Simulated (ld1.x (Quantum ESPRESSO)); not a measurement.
**What one change does to a pseudopotential (Cu, TM)**

copper, norm-conserving Troullier–Martins (Kleinman–Bylander form), made with ld1.x (Quantum ESPRESSO) 7.5 (PBE, scalar-relativistic). Core [Ne] 3s2, reference 3p6 3d10 4s1 4p0. Waves: 4s (bound): rc 1.75 bohr; 3p (bound): rc 1.00 bohr; 3d (bound): rc 1.10 bohr. Local part: all-electron potential smoothed inside 1.50 bohr (lloc = -1). Core correction: a·sin(br)/r model core inside 0.65 bohr.

Change: all radii but the core radius scaled by about 1.03 (s 1.80, p 1.04, d 1.14 bohr); local potential all-electron potential smoothed inside 1.54 bohr (lloc = -1).

Cutoffs: the cutoffs (Ry, on a coarse ladder) from which the occupation-weighted sum of valence levels, in a spherical-Bessel basis at the reference potential, stays within 10 and 1 mRy of its value at 400 Ry; they do not see the model core or the augmentation charge, which bear on the density cutoff. Errors are all-electron minus pseudo energies relative to the spin-unpolarised reference configuration.

Problem. How do hardness, ghosts and transferability respond?

Solution. Of the 7 tests that both files solve, the error grows in 2 and shrinks in 2 by more than 15 % and 0.3 meV (median size 12.5 → 12.9 meV); neither file shows a bound ghost at the reference potential, the only one tested.

| quantity | base | changed |
| --- | --- | --- |
| cutoff, loose | 200 Ry | 180 Ry |
| cutoff, tight | over 300 Ry | over 300 Ry |
| bound ghosts | none | none |
| error for 3p6 3d10 4s0 4p0, meV [ΔE 8.15 eV] | -13 | -13 |
| error for 3p6 3d9 4s0 4p0, meV [ΔE 29.48 eV] | -11 | -13 |
| error for 3p6 3d8 4s0 4p0, meV [ΔE 68.50 eV] | -115 | -124 |
| error for 3p5 3d10 4s1 4p0, meV [ΔE 79.53 eV] | +81 | -6.3 |
| error for 3p6 3d9 4s2 4p0, meV [ΔE 1.97 eV] | -0.3 | -28 |
| error for 3p6 3d10 4s0.5 4p0, meV [ΔE 3.16 eV] | -2.4 | -2.4 |
| error for 3p6 3d9 4s1 4p0, meV [ΔE 11.58 eV] | +64 | +22 |

Base: These tests converged, but a pseudo level misses the all-electron one widely, so the file describes the atom poorly there or has found another state: 3p6 3d8 4s0 4p0: empty 4s by 6.2 eV (a node warning on the way).
